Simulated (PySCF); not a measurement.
Compound: C6H7NO2.
SMILES: `C=C1C[C@@]1(C=O)C(N)=O`

The closed-shell SCF was solved with PySCF and density fitting under several settings on one GFN2-xTB geometry (grid level 2 and gas phase unless stated).

```json
{"settings": "PBE0/pcSseg-1", "basis functions": "188", "SCF cycles": "15", "E (Eh)": "-437.4599", "HOMO (eV)": "-7.45", "LUMO (eV)": "-1.27", "dipole (D)": "2.12"}
{"settings": "PBE0/def2-SVPD", "basis functions": "242", "SCF cycles": "15", "E (Eh)": "-437.2149", "HOMO (eV)": "-7.54", "LUMO (eV)": "-1.40", "dipole (D)": "2.14"}
{"settings": "B97-D/6-31G, level shift 0.2 Eh", "basis functions": "95", "SCF cycles": "14", "E (Eh)": "-437.5512", "HOMO (eV)": "-5.62", "LUMO (eV)": "-2.04", "dipole (D)": "1.92"}
{"settings": "wB97X-D/ANO-RCC-VDZP, IEF-PCM chloroform, level shift 0.3 Eh, energy threshold 1e-11 Eh", "basis functions": "161", "SCF cycles": "18", "E (Eh)": "-437.9924", "HOMO (eV)": "-9.32", "LUMO (eV)": "0.75", "dipole (D)": "2.75"}
{"settings": "CAM-B3LYP/ANO-RCC-VDZP, grid level 3, fitting basis def2-qzvpp-jkfit", "basis functions": "161", "SCF cycles": "12", "E (Eh)": "-437.9276", "HOMO (eV)": "-8.77", "LUMO (eV)": "0.00", "dipole (D)": "2.27"}
{"settings": "PBE0/ANO-RCC-VDZP", "basis functions": "161", "SCF cycles": "15", "E (Eh)": "-437.6359", "HOMO (eV)": "-7.39", "LUMO (eV)": "-1.24", "dipole (D)": "2.16"}
{"settings": "PBE0/6-311G**, IEF-PCM chloroform, damping 0.2 at the start, DIIS from the seventh cycle", "basis functions": "204", "SCF cycles": "20", "E (Eh)": "-437.6248", "HOMO (eV)": "-7.39", "LUMO (eV)": "-1.04", "dipole (D)": "2.48"}
```

Task: Estimate the rows for these settings: (1) HSE06/pcSseg-1, grid level 4; (2) BHandHLYP/def2-SVP, IEF-PCM chloroform, fitting basis def2-qzvpp-jkfit, start guess sap.

Result: 
```tsv
settings	basis functions	SCF cycles	E (Eh)	HOMO (eV)	LUMO (eV)	dipole (D)
HSE06/pcSseg-1, grid level 4	188	16	-437.4993	-7.05	-1.66	2.12
BHandHLYP/def2-SVP, IEF-PCM chloroform, fitting basis def2-qzvpp-jkfit, start guess sap	161	15	-437.4298	-8.73	0.25	2.71
```

Task: Over all rows, what range does the HOMO–LUMO gap span?

Result: From 3.58 eV (B97-D/6-31G, level shift 0.2 Eh) to 10.07 eV (wB97X-D/ANO-RCC-VDZP, IEF-PCM chloroform, level shift 0.3 Eh, energy threshold 1e-11 Eh). The functional of the narrowest has no exact exchange, that of the widest range-separated exact exchange.

Task: And the dipole moment?

Result: From 1.92 D (B97-D/6-31G, level shift 0.2 Eh) to 2.75 D (wB97X-D/ANO-RCC-VDZP, IEF-PCM chloroform, level shift 0.3 Eh, energy threshold 1e-11 Eh); the largest is 1.43 times the smallest, and the median is 2.16 D.

Task: Compare two rows with the functional PBE0: PBE0/ANO-RCC-VDZP and PBE0/pcSseg-1. Which energy is lower, and by how much?

Result: PBE0/ANO-RCC-VDZP (161 functions) lies 0.1760 Eh or 110 kcal/mol below PBE0/pcSseg-1 (188 functions). The smaller set gives the lower energy; the two sets aren't nested, so the variational bound doesn't order them by size.

B97-D and wB97X-D ran without the empirical dispersion term, which would shift the total energy alone. Cycle counts include a coarse-grid stage where the run had one. All basis functions are spherical, in the Pople sets too. ANO-RCC sets were contracted for a scalar-relativistic Hamiltonian, but ran non-relativistically here. The species at its GFN2-xTB geometry (one conformer only).

The values belong to the conformer `[CH2:1]=[C:2]1[CH2:3][C@@:4]1([CH:5]=[O:6])[C:7]([NH2:8])=[O:9]`: C3–C4–C5–O6 164°, C3–C4–C7–N8 -175°, H–N8–C7–C4 13°, H–N8–C7–C4 176°.
